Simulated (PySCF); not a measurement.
Compound: C2H8F3NSi2.
Geometry (GFN2-xTB, Å), atoms numbered from 1 in this order:
```
atom  x, y, z in Å
F1    -1.7235   -1.0308    1.1770
C2    -1.8591   -0.1091    0.2129
F3    -3.0817   -0.2907   -0.3162
F4    -1.8876    1.0824    0.8266
C5    -0.7692   -0.1999   -0.8466
N6     0.5419   -0.0089   -0.3114
Si7    1.0804    1.6322   -0.0537
Si8    1.3172   -1.3793    0.4435
H9    -0.8673   -1.1893   -1.3044
H10   -1.0040    0.5632   -1.5958
H11    0.6708    2.1568    1.2490
H12    0.4739    2.4015   -1.1415
H13    2.5333    1.5715   -0.1641
H14    0.8612   -2.5386   -0.3246
H15    0.9601   -1.5150    1.8555
H16    2.7460   -1.1370    0.2823
```

A PySCF run (density fitting, gas phase, GFN2-xTB geometry) gave HOMO -6.08 eV, LUMO -0.95 eV, dipole 1.51 D and E = -1014.285 Eh.

Problem. Which of these levels was it?
A. wB97X-D/ANO-RCC-VDZP
B. PW91/6-311G**
C. PBE0/pcSseg-1
D. B97-2/IGLO-II
E. PBE0/def2-SVPD

Solution. B. It is PW91/6-311G**. All candidates on this geometry:

```json
{"level and settings": "PW91/6-311G**", "kind": "GGA", "basis functions": "208", "SCF cycles": "15", "E (Eh)": "-1014.2855", "HOMO (eV)": "-6.08", "LUMO (eV)": "-0.95", "dipole (D)": "1.51"}
{"level and settings": "B97-2/IGLO-II", "kind": "global hybrid", "basis functions": "250", "SCF cycles": "14", "E (Eh)": "-1014.3126", "HOMO (eV)": "-7.21", "LUMO (eV)": "0.11", "dipole (D)": "1.79"}
{"level and settings": "PBE0/def2-SVPD", "kind": "global hybrid", "basis functions": "241", "SCF cycles": "13", "E (Eh)": "-1013.1579", "HOMO (eV)": "-7.49", "LUMO (eV)": "-0.15", "dipole (D)": "1.85"}
{"level and settings": "PBE0/pcSseg-1", "kind": "global hybrid", "basis functions": "190", "SCF cycles": "14", "E (Eh)": "-1013.5805", "HOMO (eV)": "-7.48", "LUMO (eV)": "-0.01", "dipole (D)": "1.75"}
{"level and settings": "wB97X-D/ANO-RCC-VDZP, energy threshold 1e-07 Eh", "kind": "range-separated hybrid", "basis functions": "160", "SCF cycles": "9", "E (Eh)": "-1014.0860", "HOMO (eV)": "-9.35", "LUMO (eV)": "1.64", "dipole (D)": "2.03"}
```

The nearest other candidate, by the summed differences of HOMO and LUMO, is B97-2/IGLO-II: its HOMO differs by -1.13 eV and its LUMO by +1.06 eV. wB97X-D ran without the empirical dispersion term, which would shift the total energy alone. Cycle counts include a coarse-grid stage where the run had one. All basis functions are spherical, in the Pople sets too. ANO-RCC sets were contracted for a scalar-relativistic Hamiltonian, but ran non-relativistically here.
